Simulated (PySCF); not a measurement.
# Worked example: oscillator strength and radiative lifetime

H₅NO₃Sn, SMILES [NH2][Sn]([OH])([OH])[OH].

Geometry: B3LYP-D3(BJ)/def2-SVP. The structure was generated by enumeration; whether it is a known compound was not checked. The def2 effective core potentials stand for the cores of Sn; spin–orbit coupling is left out. The values are those of a single conformer.

TDDFT-PBE/def2-SVPD in PySCF 2.14.0 puts the first singlet state with f over 0.02 at 4.35 eV (vertical), with the transition dipole (0.325, -0.416, -0.023) in atomic units.

Question: Find the oscillator strength, the wavelength and the radiative lifetime that this transition would have in vacuum if emission retraced absorption.

Answer: 
|μ|² = 0.2792 au, so |μ| = 1.34 D. ΔE = 4.35/27.211 = 0.1599 hartree. f = (2/3) ΔE |μ|² = 0.030 (the program prints 0.030).
λ = 1239.84/4.35 = 285 nm; ν = 35085 cm⁻¹.
Einstein's coefficient A = 0.6670 ν² f s⁻¹ (ν in cm⁻¹) = 2.4e7 s⁻¹, so τ = 1/A = 41 ns. This state is S1. The figure is the radiative limit of this one transition; relaxation, internal conversion, crossing to triplets and a medium change what is measured.
